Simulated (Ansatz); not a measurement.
Start from `N[CH2][Al]([OH])[OH]` and change one atom or group to get `[OH][Al]([OH])[SeH]`.

Ansatz, PBE0-D4/def2-TZVP geometries, multiplicity 1. Each molecule was computed in one conformer, which needn't be the lowest.

Scalar relativity is left out up to krypton.

```csv
property,`N[CH2][Al]([OH])[OH]`
HOMO energy (PBE/def2-TZVPP) / eV,-5.40
LUMO energy (PBE/def2-TZVPP) / eV,-0.93
HOMO energy (PBE0/def2-TZVPP) / eV,-6.86
HOMO–LUMO gap (PBE/def2-TZVPP) / eV,4.47
LUMO energy (PBE0/def2-TZVPP) / eV,-0.11
size of the dipole moment (ωB97M-V/def2-TZVPP) / D,3.45
```

(1) Give the same properties after the change, and the shifts. (Best estimate.)

Answers

(1) Computed: 
```json
{"property": "HOMO energy (PBE/def2-TZVPP) / eV", "`[OH][Al]([OH])[SeH]`": "-6.21", "shift": "-0.81"}
{"property": "LUMO energy (PBE/def2-TZVPP) / eV", "`[OH][Al]([OH])[SeH]`": "-1.45", "shift": "-0.52"}
{"property": "HOMO energy (PBE0/def2-TZVPP) / eV", "`[OH][Al]([OH])[SeH]`": "-7.39", "shift": "-0.53"}
{"property": "HOMO–LUMO gap (PBE/def2-TZVPP) / eV", "`[OH][Al]([OH])[SeH]`": "4.77", "shift": "0.30"}
{"property": "LUMO energy (PBE0/def2-TZVPP) / eV", "`[OH][Al]([OH])[SeH]`": "-0.62", "shift": "-0.51"}
{"property": "size of the dipole moment (ωB97M-V/def2-TZVPP) / D", "`[OH][Al]([OH])[SeH]`": "1.33", "shift": "-2.12"}
```

Dipoles are sizes alone; their direction can turn.

Spin–orbit coupling is left out; it splits and shifts lone-pair levels of the heavy atoms by tenths of an eV.
